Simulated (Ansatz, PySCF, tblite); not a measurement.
Dissociation curve of SiBr, doublet. Each curve is given relative to its own lowest point near equilibrium.

| R / Å | A | B | C | D |
|---|---|---|---|---|
| 1.77 | 299.8 | 271.2 | 298.9 | 526.0 |
| 1.88 | 144.9 | 127.8 | 146.6 | 232.3 |
| 2.02 | 42.6 | 35.0 | 44.9 | 72.5 |
| 2.10 | 15.0 | 11.0 | 16.8 | 32.8 |
| 2.19 | 1.5 | 0.5 | 2.2 | 10.4 |
| 2.23 | 0.0 | 0.0 | 0.0 | 5.2 |
| 2.27 | 0.7 | 1.5 | 0.0 | 2.0 |
| 2.34 | 6.0 | 8.0 | 4.1 | 0.0 |
| 2.47 | 26.0 | 29.5 | 21.6 | 4.3 |
| 2.60 | 53.8 | 58.0 | 46.9 | 15.0 |
| 2.79 | 100.3 | 105.0 | 89.8 | 38.0 |
| 3.03 | 160.2 | 164.3 | 145.0 | 73.5 |

Energies in kJ/mol.

### Question
Match the curves with the methods GFN2-xTB, 300 K electronic temperature in tblite; PySCF 2.14.0 with CCSD(T) on UHF/def2-TZVP, 14 core orbitals frozen; PySCF with unrestricted LDA (SVWN5)/def2-TZVP; unrestricted PBE/def2-TZVP in Ansatz (a program for electronic structure).

### Answer
A is UCCSD(T); B is UKS-LDA (SVWN5); C is UKS-PBE; D is GFN2-xTB.

The scan ran from 1.77 to 9.00 Å; beyond the distances shown one of the unrestricted levels run for this scan, shown here or not, changes its spin distribution in one step.
